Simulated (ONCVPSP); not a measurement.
# Mo (Z = 42): one change to an ONCV potential, before and after

* Element: molybdenum (Mo)
* Generator: ONCVPSP 4.0.1
* Type: optimised norm-conserving Vanderbilt (ONCV)
* Functional: PBE
* Relativity: fully relativistic
* Frozen core: [Ar] 3d10
* Valence charge: 14
* Reference configuration: 4s2 4p6 4d5 5s0.75 (charge +0.25)
* Partial waves: 4s+5s: rc 2.10 bohr, ncon 3, nbas 7, qcut 6.1 1/bohr, 3 projectors, debl 3.2 Ha; 4p: rc 1.15 bohr, ncon 4, nbas 8, qcut 5.8 1/bohr, 2 projectors, debl 2.1 Ha; 4d: rc 2.15 bohr, ncon 4, nbas 9, qcut 8.1 1/bohr, 3 projectors, debl 0.8 Ha
* Local potential: polynomial inside 0.70 bohr (lpopt 4, dvloc0 0 Ha)
* Core correction: Teter function fitted to the true core (icmod 2), fcfact 0.5

Open shells are filled in proportion to 2j + 1.

Change: d: qcut 8.3.

Cutoffs: the cutoffs (Ha) at which the residual kinetic energy of the hardest occupied pseudo-wave falls to 1 and 0.1 mHa per electron; they do not see the model core or the augmentation charge, which bear on the density cutoff. Errors are all-electron minus pseudo energies relative to the spin-unpolarised reference configuration.

Q: Predict the effect on cutoff, ghosts and configuration errors.

A: The potential gets neither clearly harder nor softer (126 Ha and 155 Ha → 126 Ha and 155 Ha); of the 4 tests that both files solve, the error grows in 1 and shrinks in 1 by more than 15 % and 0.3 meV (median size 0.5 → 8.8 meV); the range in which the d5/2 phases agree narrows (upper end at the end of the scan → 2.6); neither file shows a bound ghost.

```csv
quantity,base,changed
"cutoff, loose",126 Ha,126 Ha
"cutoff, tight",155 Ha,155 Ha
loose cutoff by channel,"s 8.6 Ha, p 126 Ha, d 18 Ha","s 8.6 Ha, p 126 Ha, d 19 Ha"
bound ghosts,none,none
GHOST(+) flags under 300 eV,"s at 87.8 eV, p3/2 at 271.5 eV","d5/2 at 78.1 eV, s at 87.8 eV, p3/2 at 271.5 eV"
"error for 4s2 4p6 4d5 5s1, meV [ΔE -1.19 eV]",-0.1,+0.1
"error for 4s2 4p6 4d5 5s0, meV [ΔE 5.70 eV]",-1.0,-1.1
"error for 4s2 4p6 4d4 5s0, meV [ΔE 21.16 eV]",0.0,-17
"error for 4s2 4p6 4d2 5s0, meV [ΔE 87.40 eV]",+40,-26
s: phases at 2.13 bohr within 0.05 rad from the reference energy up to (Ha; the scan ends near 5),to the end of the scan,to the end of the scan
p3/2: phases at 1.17 bohr within 0.05 rad from the reference energy up to (Ha; the scan ends near 5),to the end of the scan,to the end of the scan
p1/2: phases at 1.17 bohr within 0.05 rad from the reference energy up to (Ha; the scan ends near 5),to the end of the scan,to the end of the scan
d5/2: phases at 2.18 bohr within 0.05 rad from the reference energy up to (Ha; the scan ends near 5),to the end of the scan,2.6
d3/2: phases at 2.18 bohr within 0.05 rad from the reference energy up to (Ha; the scan ends near 5),to the end of the scan,to the end of the scan
"rms error of d²Exc/dni dnj with the model core, mHa",3.81,3.81
```
